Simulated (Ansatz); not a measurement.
A nudged elastic band was laid between two geometries of CH$_{6}$S$_{3}$Si (11 atoms, charge 0, multiplicity 1).

Computed with RKS PBE0/def2-SVP (Ansatz 0.2.0).

* movable images: 9
* climbing image: yes
* spring: 5.0 eV/Å²
* optimiser: quadratic models (default)
* start path: through a guess of the saddle point
* force threshold: 0.05 eV/Å
* iteration limit: 60
* end points: relaxed

Initial state:

```xyz
11
Properties=species:S:1:pos:R:3
Si -1.456 0.440 0.842
C 0.248 0.933 0.173
S 1.626 -0.048 0.853
S 1.351 -1.905 0.013
S 2.184 -1.833 -1.896
H -1.484 0.667 2.317
H -2.506 1.285 0.192
H -1.735 -0.995 0.549
H 0.301 0.912 -0.928
H 0.474 1.969 0.477
H 1.062 -1.481 -2.569
```

Final state:

```xyz
11
Properties=species:S:1:pos:R:3
Si -1.408 0.417 0.645
C 0.380 0.871 0.230
S 1.569 -0.266 0.967
S 1.823 -1.632 -0.771
S 1.489 -0.708 -2.469
H -1.644 0.527 2.115
H -2.364 1.311 -0.078
H -1.644 -0.998 0.222
H 0.546 0.836 -0.876
H 0.664 1.888 0.544
H 0.654 -2.302 -0.507
```

Question: Which bonds break or form, and what moves?

Answer: Bonds broken: S5–H11. Bonds formed: S4–H11.

Question: What energy profile does the band end with?

Answer: It converged. The highest image is number 7 of 0 to 10, 2.03 eV above the first end and 0.94 eV above the last; the last end lies 1.09 eV above the first. A vibrational analysis at the climbing image gives one clearly imaginary mode, 1133i cm⁻¹: a first-order saddle point. The orbitals stay closed-shell, which can raise the energy where a bond breaks towards radicals; this wasn't checked here.

| image | path coordinate (Å) | energy (eV) | S5–H11 (Å) | S4–H11 (Å) |
| --- | --- | --- | --- | --- |
| 0 | 0.00 | 0.00 | 1.36 | 2.63 |
| 1 | 0.45 | 0.00 | 1.36 | 2.63 |
| 2 | 0.90 | 0.01 | 1.36 | 2.62 |
| 3 | 1.35 | 0.04 | 1.36 | 2.60 |
| 4 | 1.80 | 0.13 | 1.35 | 2.55 |
| 5 | 2.24 | 0.39 | 1.34 | 2.35 |
| 6 | 2.69 | 1.22 | 1.40 | 1.88 |
| 7 | 3.14 | 2.03 | 1.79 | 1.44 |
| 8 | 3.57 | 1.47 | 2.27 | 1.35 |
| 9 | 3.99 | 1.10 | 2.65 | 1.37 |
| 10 | 4.42 | 1.09 | 2.66 | 1.37 |

Question: What is the geometry of the highest image?

Answer: 
```xyz
11
Properties=species:S:1:pos:R:3
Si -1.376 0.380 0.640
C 0.404 0.882 0.233
S 1.630 -0.187 1.032
S 1.708 -1.787 -0.386
S 1.520 -1.038 -2.349
H -1.616 0.526 2.105
H -2.344 1.231 -0.116
H -1.571 -1.050 0.253
H 0.610 0.852 -0.858
H 0.637 1.904 0.570
H 0.463 -1.770 -1.104
```

Question: What are the harmonic wavenumbers there?

Answer: 1133i, 49, 86, 146, 185, 197, 295, 390, 486, 497, 557, 611, 721, 769, 803, 919, 938, 942, 1103, 1175, 1376, 2154, 2233, 2238, 2253, 2993, 3132 cm⁻¹.

The band took 15 iterations and of the order of 17 core-minutes.

Time of the run: 8.9 min on 2 threads of Arm Neoverse V1, with other jobs on the host, peak memory 0.32 GiB.
